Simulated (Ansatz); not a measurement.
`[F][Ta]([F])([F])([F])[F]` + `[OH][Hf]([F])([F])[F]` → `[OH][Ta]([F])([F])([F])[F]` + `[F][Hf]([F])([F])[F]`  (redistribution)

Program: Ansatz. Geometries: PBE0-D4/def2-TZVP. ΔE: electronic, gas phase. CBS: MP2 limit from def2 TZ/QZ plus the TZ coupled-cluster correction, frozen cores. DFT in def2-TZVPP. HSE06 is defined as in plane-wave codes. def2 core potentials past Kr. For Hf, Ta outer-core shells are correlated without core-valence functions, which leaves a few kJ/mol of doubt a bond. One conformer a species, not always the lowest.

| level | ΔE (kJ/mol) | difference from CCSD(T)/CBS |
| --- | --- | --- |
| PBE-D4 | -10.0 | -1.6 |
| B97M-V | -8.8 | -0.4 |
| HSE06-D4 | -9.5 | -1.1 |
| r2SCANh | -8.7 | -0.3 |
| r2SCAN0 | -8.5 | -0.1 |
| HSE06 | -9.5 | -1.1 |
| SCS-MP2/def2-TZVPP | -6.9 | 1.5 |
| CCSD/def2-TZVPP | -6.7 | 1.7 |
| CCSD(T)/def2-TZVPP | -7.4 | 1.0 |
| HF/CBS(def2) | -4.5 | 3.9 |
| CCSD(T)/CBS | -8.4 | 0 |

Largest T1 diagnostic among the species: 0.018.

Leaving LDA and LC-ωPBE aside and taking each functional with its dispersion term where it has one, the values, not all of them listed here, spread over 3.3 kJ/mol, from revPBE-D4 to ωB97X-V.
